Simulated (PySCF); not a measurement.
PySCF job for H3S, SMILES [SH3+], charge +1, TDA-PBE/def2-TZVPD. Geometry: B3LYP-D3(BJ)/def2-TZVPD. The isomer is the one that the SMILES or the coordinates give; other isomers of the formula were not compared.

```python
import numpy as np
from pyscf import gto, scf, dft, tdscf

mol = gto.M(
    atom='''
    S     0.00000000   -0.00000000    0.11434496
    H     0.99499332   -0.57445966   -0.60983980
    H    -0.99499334   -0.57445967   -0.60983977
    H    -0.00000002    1.14891934   -0.60983978
    ''',
    basis='def2-TZVPD',
    charge=1,
    spin=0,
    symmetry=True,
    max_memory=1600,
    verbose=4,
)
mf = dft.RKS(mol, xc='pbe').density_fit(auxbasis='def2-universal-jkfit')
mf.grids.level = 3
mf.conv_tol = 1e-9
mf.max_cycle = 100
mf.kernel()
mf.grids = dft.Grids(mol).set(level=1).build(with_non0tab=True)  # coarser grid for the response kernel
td = tdscf.TDA(mf)
td.singlet = True
td.nstates = 10
td.conv_tol = 1e-4
td.positive_eig_threshold = 1e-6
td.kernel(x0=td.get_init_guess(mf, 15))
td.analyze()
tt = tdscf.TDA(mf)
tt.singlet = False
tt.nstates = 4
tt.conv_tol = 1e-4
tt.positive_eig_threshold = 1e-6
tt.kernel(x0=tt.get_init_guess(mf, 9))
tt.analyze(verbose=3)
```

It prints:

```
PySCF version 2.14.0

[INPUT] verbose = 4
[INPUT] num. atoms = 4
[INPUT] num. electrons = 18
[INPUT] charge = 1
[INPUT] spin (= nelec alpha-beta = 2S) = 0
[INPUT] symmetry True subgroup None
[INPUT] Mole.unit = angstrom
[INPUT] Symbol           X                Y                Z      unit          X                Y                Z       unit  Magmom
[INPUT]  1 S      0.000000000000   0.000000000000   0.114344960000 AA    0.000000000000   0.000000000000   0.216080658124 Bohr   0.0
[INPUT]  2 H      0.994993320000  -0.574459660000  -0.609839800000 AA    1.880264870572  -1.085571427011  -1.152430201860 Bohr   0.0
[INPUT]  3 H     -0.994993340000  -0.574459670000  -0.609839770000 AA   -1.880264908366  -1.085571445908  -1.152430145168 Bohr   0.0
[INPUT]  4 H     -0.000000020000   1.148919340000  -0.609839780000 AA   -0.000000037795   2.171142891816  -1.152430164065 Bohr   0.0

nuclear repulsion = 19.5006123180766
point group symmetry = C3v, use subgroup Cs
symmetry origin: [-3.97837078e-09  9.94592689e-10  9.94592677e-10]
symmetry axis x: [-3.84035089e-09  1.00000000e+00 -5.40060176e-10]
symmetry axis y: [8.32864686e-09 5.40060208e-10 1.00000000e+00]
symmetry axis z: [ 1.00000000e+00  3.84035089e-09 -8.32864686e-09]
num. orbitals of irrep A' = 47
num. orbitals of irrep A" = 26
number of shells = 31
number of NR pGTOs = 105
number of NR cGTOs = 73
basis = def2-TZVPD
ecp = {}


[settings echo left out]
init E= -399.784926528185
HOMO (A') = -0.357041484627189  LUMO (A") = -0.0495539145641875  gap/eV = 8.36716
cycle= 1 E= -399.500802262504  delta_E= 0.284  |g|= 0.151  |ddm|= 1.18
HOMO (A') = -0.639181665249069  LUMO (A") = -0.320989162694293  gap/eV = 8.65846
cycle= 2 E= -399.504742667139  delta_E= -0.00394  |g|= 0.108  |ddm|= 0.24
HOMO (A') = -0.618323818441642  LUMO (A") = -0.304093092607316  gap/eV = 8.55065
cycle= 3 E= -399.506704913199  delta_E= -0.00196  |g|= 0.0187  |ddm|= 0.109
HOMO (A') = -0.619075403340833  LUMO (A") = -0.303216914675291  gap/eV = 8.59495
cycle= 4 E= -399.506780327248  delta_E= -7.54e-05  |g|= 0.0072  |ddm|= 0.0203
HOMO (A') = -0.618067650926367  LUMO (A") = -0.302740539737945  gap/eV = 8.58049
cycle= 5 E= -399.506796809239  delta_E= -1.65e-05  |g|= 0.000781  |ddm|= 0.00549
HOMO (A') = -0.617990286202527  LUMO (A") = -0.302671534858877  gap/eV = 8.58026
cycle= 6 E= -399.50679695907  delta_E= -1.5e-07  |g|= 0.000141  |ddm|= 0.000634
HOMO (A') = -0.618025545245128  LUMO (A") = -0.302698283331269  gap/eV = 8.58049
cycle= 7 E= -399.506796964924  delta_E= -5.85e-09  |g|= 3.8e-06  |ddm|= 0.000156
HOMO (A') = -0.618024337983435  LUMO (A") = -0.302696965959008  gap/eV = 8.58049
cycle= 8 E= -399.506796964927  delta_E= -3.18e-12  |g|= 2.59e-07  |ddm|= 5.34e-06
HOMO (A') = -0.618024299524894  LUMO (A") = -0.302696949403654  gap/eV = 8.58049
Extra cycle  E= -399.506796964929  delta_E= -2.5e-12  |g|= 2.19e-07  |ddm|= 3.29e-07
converged SCF energy = -399.506796964929
tot grids = 13736
Overwritten attributes  positive_eig_threshold  of <class 'pyscf.tdscf.rks.TDA'>


******** <class 'pyscf.tdscf.rks.TDA'> for <class 'pyscf.df.df_jk.DFSymAdaptedRKS'> ********
nstates = 10 singlet
deg_eia_thresh = 1.000e-03
wfnsym = None
conv_tol = 0.0001
eigh lindep = 1e-12
eigh level_shift = 0
eigh max_cycle = 100


Excitation energies (eV)
[ 9.39711269  9.3971205  10.06916686 11.21584617 12.10531594 12.1053354
 12.48285346 12.7015835  12.70159746 13.09281065]

** Singlet excitation energies and oscillator strengths **
Excited State   1:   A'      9.39711 eV    131.94 nm  f=0.0450
       7 -> 10       -0.13427
       8 -> 11       -0.13427
       9 -> 11       -0.66851
Excited State   2:   A"      9.39712 eV    131.94 nm  f=0.0450
       7 -> 11       -0.13428
       8 -> 10        0.13427
       9 -> 10       -0.66851
Excited State   3:   A'     10.06917 eV    123.13 nm  f=0.0794
       9 -> 12       -0.69943
Excited State   4:   A"     11.21585 eV    110.54 nm  f=0.0000
       7 -> 11       -0.49986
       8 -> 10       -0.49987
Excited State   5:   A'     12.10532 eV    102.42 nm  f=0.0064
       7 -> 10       -0.38259
       8 -> 11       -0.38264
       8 -> 12        0.31224
       9 -> 14        0.29172
Excited State   6:   A"     12.10534 eV    102.42 nm  f=0.0064
       7 -> 11       -0.38263
       7 -> 12       -0.31224
       8 -> 10        0.38261
       9 -> 13        0.29170
Excited State   7:   A'     12.48285 eV     99.32 nm  f=0.0072
       7 -> 10       -0.35502
       8 -> 11        0.35494
       9 -> 15        0.47653
Excited State   8:   A'     12.70158 eV     97.61 nm  f=0.0060
       8 -> 12       -0.42387
       9 -> 14        0.54770
       9 -> 16       -0.10932
Excited State   9:   A"     12.70160 eV     97.61 nm  f=0.0060
       7 -> 12        0.42387
       9 -> 13        0.54770
       9 -> 17        0.10935
Excited State  10:   A'     13.09281 eV     94.70 nm  f=0.1208
       7 -> 10        0.10632
       8 -> 11        0.10636
       8 -> 12        0.33210
       9 -> 14        0.12759
       9 -> 16       -0.58350

** Transition electric dipole moments (AU) **
state          X           Y           Z        Dip. S.      Osc.
  1        -0.0000      0.4420     -0.0000      0.1953      0.0450
  2        -0.4420     -0.0000      0.0000      0.1953      0.0450
  3        -0.0000      0.0000     -0.5672      0.3218      0.0794
  4         0.0000      0.0000     -0.0000      0.0000      0.0000
  5         0.0000     -0.1469      0.0000      0.0216      0.0064
  6         0.1469      0.0000     -0.0000      0.0216      0.0064
  7        -0.0000     -0.0001     -0.1533      0.0235      0.0072
  8         0.0000     -0.1392     -0.0000      0.0194      0.0060
  9         0.1392      0.0000     -0.0000      0.0194      0.0060
 10        -0.0000      0.6137     -0.0001      0.3767      0.1208

** Transition velocity dipole moments (imaginary part, AU) **
state          X           Y           Z        Dip. S.      Osc.
  1        -0.0000      0.0321     -0.0000      0.0010      0.0020
  2        -0.0321      0.0000     -0.0000      0.0010      0.0020
  3        -0.0000      0.0000     -0.2081      0.0433      0.0780
  4         0.0000     -0.0000      0.0000      0.0000      0.0000
  5        -0.0000      0.0354      0.0000      0.0013      0.0019
  6        -0.0353      0.0000      0.0000      0.0012      0.0019
  7        -0.0000     -0.0000     -0.0053      0.0000      0.0000
  8         0.0000     -0.0915     -0.0000      0.0084      0.0120
  9         0.0915     -0.0000     -0.0000      0.0084      0.0120
 10        -0.0000      0.2269     -0.0000      0.0515      0.0713

** Transition magnetic dipole moments (imaginary part, AU) **
state          X           Y           Z
  1         0.6314     -0.0000     -0.0000
  2         0.0000      0.6314     -0.0000
  3        -0.0000     -0.0000      0.0000
  4        -0.0000      0.0000     -0.8984
  5        -0.2567     -0.0000      0.0000
  6        -0.0000     -0.2567     -0.0000
  7        -0.0001     -0.0000     -0.0000
  8         0.2651      0.0000      0.0000
  9         0.0000      0.2651     -0.0000
 10        -0.0707      0.0000     -0.0000


******** <class 'pyscf.tdscf.rks.TDA'> for <class 'pyscf.df.df_jk.DFSymAdaptedRKS'> ********
nstates = 4 triplet
deg_eia_thresh = 1.000e-03
wfnsym = None
conv_tol = 0.0001
eigh lindep = 1e-12
eigh level_shift = 0
eigh max_cycle = 100


Excitation energies (eV)
[7.70499997 7.70501471 9.35186108 9.98095072]

** Triplet excitation energies and oscillator strengths **
Excited State   1:   A"      7.70500 eV    160.91 nm  f=0.0000
Excited State   2:   A'      7.70501 eV    160.91 nm  f=0.0000
Excited State   3:   A'      9.35186 eV    132.58 nm  f=0.0000
Excited State   4:   A'      9.98095 eV    124.22 nm  f=0.0000
```

Self-consistency was reached.

Cost: roughly 6 core-seconds.
